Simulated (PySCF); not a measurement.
C₂H₁₁NSi₂.
Structure used (PBE0-D3(BJ)/def2-SVP), in Å, numbered top down from 1:
```
atom  x, y, z in Å
C1     1.8040    0.5607    0.2654
C2     1.0742   -0.7315   -0.0691
N3    -0.3864   -0.6056   -0.0622
Si4   -1.2110   -0.9181    1.4426
Si5   -1.1524   -0.0804   -1.5390
H6     1.5590    1.3528   -0.4588
H7     1.5241    0.9245    1.2660
H8     2.8948    0.4113    0.2494
H9     1.4025   -1.0977   -1.0595
H10    1.3729   -1.5212    0.6446
H11   -2.6807   -0.8660    1.1972
H12   -0.8679    0.0738    2.5134
H13   -0.8182   -2.2668    1.9625
H14   -2.6303   -0.1612   -1.3607
H15   -0.7921    1.3244   -1.9194
H16   -0.7160   -0.9584   -2.6715
```

Method used: core-valence-separated Tamm–Dancoff BHandHLYP/aug-pcX-1 (pcseg-1 on H, def2-SVPD on Si) in PySCF, non-relativistic, gas phase, PBE0-D3(BJ)/def2-SVP geometry. No empirical shift is added; at this level the pattern usually sits a few eV under experiment.

The lowest roots of each edge with f over 0.003 (five at most, numbered afresh; weaker and dark ones are left out), with transition dipoles (au) in the frame of the coordinates:

```json
{"root": "1", "edge": "C", "E (eV)": "285.34", "μx": "0.0251", "μy": "0.0257", "μz": "0.0067"}
{"root": "2", "edge": "C", "E (eV)": "286.12", "μx": "-0.0525", "μy": "0.0309", "μz": "0.0074"}
{"root": "3", "edge": "C", "E (eV)": "286.19", "μx": "0.0003", "μy": "0.0151", "μz": "-0.0612"}
{"root": "4", "edge": "C", "E (eV)": "286.44", "μx": "0.0307", "μy": "-0.0420", "μz": "-0.0085"}
{"root": "5", "edge": "C", "E (eV)": "287.09", "μx": "0.0020", "μy": "0.0166", "μz": "-0.0704"}
{"root": "6", "edge": "N", "E (eV)": "399.44", "μx": "-0.0209", "μy": "0.0120", "μz": "0.0028"}
{"root": "7", "edge": "N", "E (eV)": "400.29", "μx": "-0.0051", "μy": "-0.0357", "μz": "-0.0095"}
{"root": "8", "edge": "N", "E (eV)": "400.47", "μx": "0.0005", "μy": "0.0129", "μz": "-0.0544"}
{"root": "9", "edge": "N", "E (eV)": "400.50", "μx": "-0.0035", "μy": "-0.0227", "μz": "-0.0013"}
```

Q: What are the oscillator strengths?

A: f = (2/3) ΔE |μ|², with ΔE in hartree (27.2114 eV):

```
root  ΔE (Eh)  |μ|² (au)      f  core hole on
   1  10.4860   0.001335  0.009            C1
   2  10.5148   0.003766  0.026            C1
   3  10.5173   0.003974  0.028            C1
   4  10.5266   0.002779  0.019            C2
   5  10.5505   0.005236  0.037            C2
   6  14.6791   0.000589  0.006            N3
   7  14.7105   0.001391  0.014            N3
   8  14.7171   0.003126  0.031            N3
   9  14.7181   0.000529  0.005            N3
```

Q: Molecules are fixed in this frame and the field points along z. What effective strengths 3 f cos²θ do the roots have (θ between field and μ)?

A: root 1 (C1): 0.001, root 2 (C1): 0.001, root 3 (C1): 0.079, root 4 (C2): 0.002, root 5 (C2): 0.105, root 6 (N3): 0.000, root 7 (N3): 0.003, root 8 (N3): 0.087, root 9 (N3): 0.000. Root 5 is the strongest. Averaged over all orientations cos²θ is 1/3, which gives f back.

On one thread, Arm Neoverse V1, no GPU (shared host), this took 15 s wall.

One conformer stands for the species.
